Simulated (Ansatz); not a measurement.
Reaction (ligand exchange at the Si–C bond): `N[SiH](F)CO` + `N[SiH](N)F` → `N[Si@H](F)N[Si@H](N)F` + CH₃OH

Calculated with Ansatz (gas phase, PBE0-D4/def2-TZVP geometries, no zero-point term in ΔE). CBS: MP2 limit from def2 TZ/QZ plus the TZ coupled-cluster correction, frozen cores. This one scheme is used for every species. Each species was taken in one conformer, which may not be the lowest.

```
                species  CCSD(T)/CBS(def2) energy (Eh)
          `N[SiH](F)CO`                     -560.50798
           `N[SiH](N)F`                     -501.43075
`N[Si@H](F)N[Si@H](N)F`                     -946.35608
                  CH₃OH                     -115.61712
```

Problem. Work out ΔE.

Solution. ΔE = (-946.35608) + (-115.61712) − (-560.50798) − (-501.43075) = -0.03447 Eh = -90.5 kJ/mol.

Largest T1 diagnostic among the species: 0.011.

The D4 term adds −8.4 kJ/mol with B3LYP and −5.0 kJ/mol with PBE0; it sums over pairs of atoms, weighted by their polarisabilities, and B3LYP, whose exchange is more repulsive, gets the larger term. From PBE to PBE0 (25 % exact exchange), in def2-TZVPP and without D4, ΔE moves by −4.6 kJ/mol.

B3LYP here is the variant with VWN-RPA as its local correlation; programs differ in this.
